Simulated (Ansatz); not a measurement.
Consider the cleavage of the Ge–Si bond: `C[SiH](Cl)[GeH3]` + `CNBF` → `C[N]([GeH3])BF` + `C[SiH2]Cl`.

Calculated with Ansatz (gas phase, PBE0-D4/def2-TZVP geometries, no zero-point term in ΔE). CBS: MP2 limit from def2 TZ/QZ plus the TZ coupled-cluster correction, frozen cores. This one scheme is used for every species. Functionals use def2-TZVPP. B3LYP here is the variant with VWN-RPA as its local correlation; programs differ in this. HSE06 is defined as in plane-wave codes. For Ge outer-core shells are correlated without core-valence functions, which leaves a few kJ/mol of doubt a bond. Scalar relativity is left out up to krypton. One conformer a species, not always the lowest.

Is it downhill or uphill in electronic energy at CCSD(T)/CBS, and by how much? (Best estimate.)

Computed: Uphill: ΔE = +3.0 kcal/mol.

What do these levels give: LDA (SPW92), PBE0-D4, HSE06-D4, B3LYP, r2SCAN0, HSE06, CCSD/def2-SVP, SCS-MP2/def2-TZVPP, CCSD(T)/def2-TZVPP, SCS-MP2/def2-QZVPP, HF/CBS(def2), CCSD/CBS(def2)? (Best estimate.)

Ansatz gave: LDA (SPW92) 6.8, PBE0-D4 6.5, HSE06-D4 6.5, B3LYP 4.8, r2SCAN0 5.0, HSE06 6.6, CCSD/def2-SVP 2.0, SCS-MP2/def2-TZVPP 0.3, CCSD(T)/def2-TZVPP 1.9, SCS-MP2/def2-QZVPP 0.8, HF/CBS(def2) 0.8, CCSD/CBS(def2) 3.1 kcal/mol.

What do rigid-rotor, harmonic-oscillator terms from PBE0-D4/def2-TZVP frequencies (298.15 K, 1 bar) make of the CCSD(T)/CBS value? (Estimate.)

Ansatz gave: ΔZPE = -1.5 kcal/mol, ΔH = +1.2 kcal/mol, ΔS = -6 J/(mol·K), ΔG = +1.6 kcal/mol.

Largest T1 diagnostic among the species: 0.012.

Leaving LDA and LC-ωPBE aside and taking each functional with its dispersion term where it has one, the values, not all of them listed here, spread over 4.1 kcal/mol, from B2PLYP to PBE-D4. At CCSD(T), def2-SVP lies −1.2 kcal/mol from the extrapolated value and def2-TZVPP −1.1 kcal/mol.
